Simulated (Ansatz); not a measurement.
CH6BBrSn (`C[B](Br)[SnH3]`) from Hartree–Fock to CCSD(T)

```xyz
10

C     0.4948   -1.5513    0.4495
B     0.3807   -0.3636   -0.5397
Br    1.1844   -0.4921   -2.2756
Sn   -0.6808    1.5718   -0.0558
H    -0.4971   -1.8200    0.8318
H     0.9821   -2.4415    0.0491
H     1.0506   -1.2132    1.3346
H     0.3800    2.9033   -0.1985
H    -1.3122    1.5731    1.5361
H    -1.9824    1.8335   -1.1314
```

Charge 0, multiplicity 1. Correlated methods include outer-core shells of Br, Sn, which these sets cover unevenly. Scalar relativity is left out up to krypton. Sn takes the def2 core potential. Geometry: relaxed with PBE0-D4/def2-TZVP. Frozen core, restricted reference, Ansatz.

| basis | HF (Eh) | MP2 corr. | CCSD corr. | (T) | CCSD(T) total |
| --- | --- | --- | --- | --- | --- |
| def2-SVP | ? | -0.57720 | -0.62455 | -0.01756 | ? |
| def2-TZVPP | -2851.84460 | ? | ? | -0.03188 | ? |
| def2-QZVPP | ? | -1.43881 | – | – | – |

Q: Fill in the withheld values. (Best estimate.)

A: Ansatz gave: def2-SVP HF (Eh): -2851.45085; def2-SVP CCSD(T) total: -2852.09296; def2-TZVPP MP2 corr.: -0.89138; def2-TZVPP CCSD corr.: -0.92481; def2-TZVPP CCSD(T) total: -2852.80129; def2-QZVPP HF (Eh): -2851.89835.
